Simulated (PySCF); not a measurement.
Exercise with solution: oscillator strength and radiative lifetime

Ge(F)3(SeH) (F₃GeHSe), SMILES [F][Ge]([F])([F])[SeH].

Geometry optimised at B3LYP-D3(BJ)/def2-SVP. The structure was generated by enumeration, and PubChem lists no compound with its InChIKey, so it may never have been made. Other conformers were not sampled.

TDA-LC-ωPBE/def2-SVPD (PySCF) puts the first singlet state with f over 0.02 at 7.76 eV (vertical), with the transition dipole (-0.072, -0.624, 0.000) in atomic units.

### Question
Find the oscillator strength, the wavelength and the radiative lifetime that this transition would have in vacuum if emission retraced absorption.

### Answer

|μ|² = 0.3946 au, so |μ| = 1.60 D. ΔE = 7.76/27.211 = 0.2852 hartree. f = (2/3) ΔE |μ|² = 0.075 (the program prints 0.075).
λ = 1239.84/7.76 = 160 nm; ν = 62589 cm⁻¹.
Einstein's coefficient A = 0.6670 ν² f s⁻¹ (ν in cm⁻¹) = 2.0e8 s⁻¹, so τ = 1/A = 5.1 ns. This state is S4; the lower singlets have f = 0.006, 0.018, 0.002. The figure is the radiative limit of this one transition; relaxation, internal conversion, crossing to triplets and a medium change what is measured.
